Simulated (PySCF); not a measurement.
A series of related molecules.

All values: CAM-B3LYP/def2-SVPD (PySCF) at GFN2-xTB geometries, gas phase, one conformer each. Core orbitals are frozen in the response; Δα² is half the sum of the squared differences of the principal polarisabilities.

(1) Rank by polarisability anisotropy Δα, highest first.
A. `CC1=CN=NN1C`
B. `Cn1nncc1C#N`
C. `CC1=C(C)N(C)N=N1`
D. `[CH3:1][S:2][c:3]1[cH:4][n:5][n:6][n:7]1[CH3:8]` with C1–S2–C3–C4 0°
E. `C#Cc1cnnn1C`

(2) Rank by mean static polarisability, lowest first.
A. `C#Cc1cnnn1C`
B. `Cc1cnnn1C`
C. `N#Cc1cnnn1C`
D. `CSC1=CN=NN1C`

## Answers

(1) E (7.81 Å³), D (6.48 Å³), B (6.25 Å³), C (5.31 Å³), A (4.32 Å³).

(2) B (9.77 Å³), C (10.40 Å³), A (11.55 Å³), D (12.93 Å³).

All values together:

```json
{"SMILES": "Cc1cnnn1C", "change": "parent", "formula": "C4H7N3", "μ (D)": "5.19", "HOMO (eV)": "-8.54", "LUMO (eV)": "0.95", "α (Å³)": "9.77", "Δα (Å³)": "4.32", "electrons": "52", "α per electron (Å³)": "0.188"}
{"SMILES": "Cn1nncc1C#N", "change": "CH3 replaced by CN", "formula": "C4H4N4", "μ (D)": "1.90", "HOMO (eV)": "-9.55", "LUMO (eV)": "-0.66", "α (Å³)": "10.40", "Δα (Å³)": "6.25", "electrons": "56", "α per electron (Å³)": "0.186"}
{"SMILES": "Cc1nnn(C)c1C", "change": "H replaced by CH3", "formula": "C5H9N3", "μ (D)": "4.97", "HOMO (eV)": "-8.12", "LUMO (eV)": "0.97", "α (Å³)": "11.65", "Δα (Å³)": "5.31", "electrons": "60", "α per electron (Å³)": "0.194"}
{"SMILES": "CSc1cnnn1C", "change": "CH3 replaced by SCH3", "formula": "C4H7N3S", "μ (D)": "4.51", "HOMO (eV)": "-7.77", "LUMO (eV)": "0.79", "α (Å³)": "12.93", "Δα (Å³)": "6.48", "electrons": "68", "α per electron (Å³)": "0.190"}
{"SMILES": "C#Cc1cnnn1C", "change": "CH3 replaced by ethynyl", "formula": "C5H5N3", "μ (D)": "4.45", "HOMO (eV)": "-8.53", "LUMO (eV)": "-0.06", "α (Å³)": "11.55", "Δα (Å³)": "7.81", "electrons": "56", "α per electron (Å³)": "0.206"}
{"SMILES": "CCc1cnnn1C", "change": "CH3 replaced by C2H5", "formula": "C5H9N3", "μ (D)": "5.23", "HOMO (eV)": "-8.50", "LUMO (eV)": "0.90", "α (Å³)": "11.51", "Δα (Å³)": "4.21", "electrons": "60", "α per electron (Å³)": "0.192"}
```

Conformers: `[CH3:1][S:2][c:3]1[cH:4][n:5][n:6][n:7]1[CH3:8]` with C1–S2–C3–C4 0°; `[CH3:1][CH2:2][c:3]1[cH:4][n:5][n:6][n:7]1[CH3:8]` with C1–C2–C3–C4 -90°.

Q: Give the shifts from the parent, `Cc1cnnn1C`.

A: 
| SMILES | change in μ (D) | change in HOMO (eV) | change in LUMO (eV) | change in mean α (Å³) |
| --- | --- | --- | --- | --- |
| Cn1nncc1C#N | -3.29 | -1.01 | -1.61 | +0.63 |
| Cc1nnn(C)c1C | -0.22 | +0.42 | +0.02 | +1.88 |
| CSc1cnnn1C | -0.68 | +0.77 | -0.16 | +3.16 |
| C#Cc1cnnn1C | -0.74 | +0.01 | -1.01 | +1.78 |
| CCc1cnnn1C | +0.04 | +0.04 | -0.05 | +1.74 |

Q: How closely does the mean polarisability follow the number of electrons in this set?

A: The correlation coefficient is 0.93; α per electron runs from 0.186 to 0.206 Å³.
